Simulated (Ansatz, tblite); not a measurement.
Adding an electron: the cluster Be3⁺. Total charge 1; doublet. Geometry: PBE0/def2-TZVP. Ansatz, gas phase; energy differences of separate SCF runs; the reduced species is a triplet (the singlet lies 0.51 eV higher at PBE0/def2-TZVP).

Cartesian coordinates in Å:
```
Be 0.0000 0.0000 0.0000
Be 0.3998 1.6834 1.3483
Be -0.3999 -1.6834 -1.3483
```

The xTB rows come from tblite. The structure comes from a short search, and lower isomers may exist.

Problem. Estimate orbital energies and vertical electron affinities at: GFN1-xTB; GFN2-xTB; PBE/def2-TZVP; r2SCAN/def2-TZVP; PBE0/def2-TZVP.

Solution. 
```
           level  −HOMO (eV)  −LUMO (eV)  vertical EA (eV)  HOMO–LUMO gap (eV)                                     remarks
        GFN1-xTB           –           –              9.83                   –                                           –
        GFN2-xTB           –           –              5.30                   –                                           –
   PBE/def2-TZVP        9.44        8.62              6.03                0.82                                           –
r2SCAN/def2-TZVP        9.55        8.53              6.10                1.02  spin-contaminated (⟨S²⟩ 0.84) (+1 doublet)
  PBE0/def2-TZVP        9.97        8.08              6.19                1.90                                           –
```

  HOMO and LUMO are the levels of the spin that leaves or enters (xTB has no such levels and no spin-polarisation term). Other spin states of the ions may lie lower, which would lower the ionisation energy or raise the affinity. Raw xTB energy differences between charge states are shifted by several eV; the methods need an empirical correction for them.
